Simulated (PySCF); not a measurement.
**Telling isomers of C₄H₄F₄OSi apart by NMR**

How the numbers were obtained: shieldings: GIAO PBE0/pcSseg-1, geometry: GFN2-xTB, in PySCF (no solvent, relativity neglected, one conformer, equivalent nuclei averaged).

Shifts are taken against calculated references (same method and geometry level): 1H (σref 31.72), 13C (σref 186.93) against TMS. Splittings of carbon signals by F and P are missing where no couplings were computed. Where no couplings were computed, multiplicities follow the n + 1 count of equivalent neighbours, and m marks all less simple cases (inequivalent or close neighbours, rings, F or P nearby). Shifts are as computed. Against solution values, carbons near 30 ppm lie about +3 ppm off and those near 130 ppm about +5 ppm. Of 1309 compounds with measured shifts, 239 miss one by over three times the rms of a fit or turn the order of signals round; such compounds aren't used in these exercises.

(1) Tabulate the signals of `O=C(F)/C(=C/[SiH3])C(F)(F)F`, `O=C/C=C(\F)[SiH2]C(F)(F)F`, `O=C/C(=C\C(F)(F)F)[SiH2]F` and their relative energies.

(2) What is the quickest way to tell O=C(F)/C(=C/[SiH3])C(F)(F)F from O=C/C(=C\C(F)(F)F)[SiH2]F?

(3) What is the quickest way to tell O=C(F)/C(=C/[SiH3])C(F)(F)F from O=C/C=C(\F)[SiH2]C(F)(F)F?

(4) What is the quickest way to tell O=C/C=C(\F)[SiH2]C(F)(F)F from O=C/C(=C\C(F)(F)F)[SiH2]F?

Results:

(1) 
```json
{"SMILES": "O=C(F)/C(=C/[SiH3])C(F)(F)F", "carbon types": "3×C 1×CH", "δC": "164.0, 157.8, 141.8, 131.9", "δH": "8.43 (m, 1H), 4.38 (d, 3H)", "E rel. (kcal/mol)": "26.9"}
{"SMILES": "O=C/C=C(\\F)[SiH2]C(F)(F)F", "carbon types": "2×C 2×CH", "δC": "189.1, 185.9, 138.2, 135.0", "δH": "10.54 (m, 1H), 6.27 (m, 1H), 4.75 (m, 2H)", "E rel. (kcal/mol)": "45.4"}
{"SMILES": "O=C/C(=C\\C(F)(F)F)[SiH2]F", "carbon types": "2×C 2×CH", "δC": "202.2, 157.4, 153.3, 130.7", "δH": "10.44 (m, 1H), 7.24 (m, 1H), 5.42 (m, 2H)", "E rel. (kcal/mol)": "0.0"}
```

Energies are electronic energies at PBE0/pcSseg-1 on these geometries, without zero-point or thermal terms, each for the one conformer computed, which needn't be the lowest.

(2) Both give the same number of carbon signals, but DEPT or the intensities differ. The first has an α carbon of a C=C–C=O unit (C) at 141.8 ppm, the second an aldehyde carbonyl carbon (CH) at 202.2 ppm. Their most deshielded carbons lie at 164.0 and 202.2 ppm. In the proton spectra the most deshielded non-exchanging signals are 8.43 (m, 1H) and 10.44 (m, 1H).

(3) Both give the same number of carbon signals, but DEPT or the intensities differ. The first has a β carbon of a C=C–C=O unit (CH) at 164.0 ppm, the second an α carbon of a C=C–C=O unit (CH) at 135.0 ppm. Their most deshielded carbons lie at 164.0 and 189.1 ppm. In the proton spectra the most deshielded non-exchanging signals are 8.43 (m, 1H) and 10.54 (m, 1H).

(4) Both give the same number of carbon signals, with the same numbers of each carbon type, so the positions decide. The first has a β carbon of a C=C–C=O unit (C) at 185.9 ppm, the second an α carbon of a C=C–C=O unit (C) at 157.4 ppm. Their most deshielded carbons lie at 189.1 and 202.2 ppm.
